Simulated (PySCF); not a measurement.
Geometry (Å), atoms numbered from 1 in this order:
```xyz
27

C    -1.173   -1.872   -0.835
Si   -1.292   -0.025   -0.416
Si   -1.821    0.333    1.843
Si   -3.072    0.941   -1.605
Si    0.616    1.203   -1.024
C     2.203    0.695   -0.131
C     2.513   -0.824   -0.150
C     2.003   -0.919    1.300
C     2.095    0.614    1.413
H    -2.124   -2.380   -0.615
H    -0.952   -2.003   -1.906
H    -0.378   -2.365   -0.256
H    -1.735    1.794    2.155
H    -3.219   -0.124    2.129
H    -0.901   -0.403    2.767
H    -4.349    0.213   -1.316
H    -3.244    2.373   -1.206
H    -2.828    0.888   -3.081
H     0.811    1.050   -2.505
H     0.319    2.646   -0.746
H     3.009    1.343   -0.514
H     2.008   -1.447   -0.907
H     3.594   -1.019   -0.226
H     2.597   -1.515    2.008
H     0.962   -1.273    1.354
H     1.256    1.135    1.904
H     3.023    0.942    1.905
```

Geometry: PBE0-D3(BJ)/def2-SVP; GIAO shifts from PySCF 2.14, gas phase, non-relativistic, averaged over equivalent atoms.

At CAM-B3LYP/pcSseg-1 (271 basis functions, 3.4 min wall time on 1 thread of an Arm Neoverse N1, shared host):
| atoms | δ (ppm) |
| --- | --- |
| C7/C9 | 24.7 |
| C8 | 21.8 |
| C6 | 16.6 |
| C1 | -8.2 |
| Si5 | -55.7 |
| Si2 | -92.7 |
| Si3/Si4 | -99.2 |
| H19/H20 | 3.78 |
| H13/H14/H15/H16/H17/H18 | 3.54 |
| H23/H27 | 2.38 |
| H25 | 2.06 |
| H21 | 1.91 |
| H24 | 1.86 |
| H22/H26 | 1.47 |
| H10/H11/H12 | 0.48 |

Shifts are taken against calculated references (same method and geometry level): 13C (182.45 ppm) and 29Si (343.41 ppm) and 1H (31.33 ppm) against TMS.

Task: Predict the values at PBE0/pcSseg-1 on the same geometry.

Result: 
```csv
atoms,δ at PBE0/pcSseg-1,change
C7/C9,25.6,+0.9
C8,22.3,+0.5
C6,17.6,+1.0
C1,-7.4,+0.8
Si5,-56.8,-1.1
Si2,-99.2,-6.5
Si3/Si4,-98.8,+0.4
H19/H20,3.92,+0.14
H13/H14/H15/H16/H17/H18,3.67,+0.13
H23/H27,2.44,+0.06
H25,2.13,+0.07
H21,2.05,+0.14
H24,1.86,+0.00
H22/H26,1.52,+0.05
H10/H11/H12,0.55,+0.07
```

δ = σ(ref) − σ, references computed at the same level: 13C (184.41 ppm), 29Si (351.99 ppm), 1H (31.27 ppm) vs TMS.

The largest change is at Si2 (silicon bonded to C, 3 Si). Cost: 271 basis functions, 2.6 min wall time on 1 thread of an Arm Neoverse N1, shared host. The order of the carbon signals is the same at both levels.
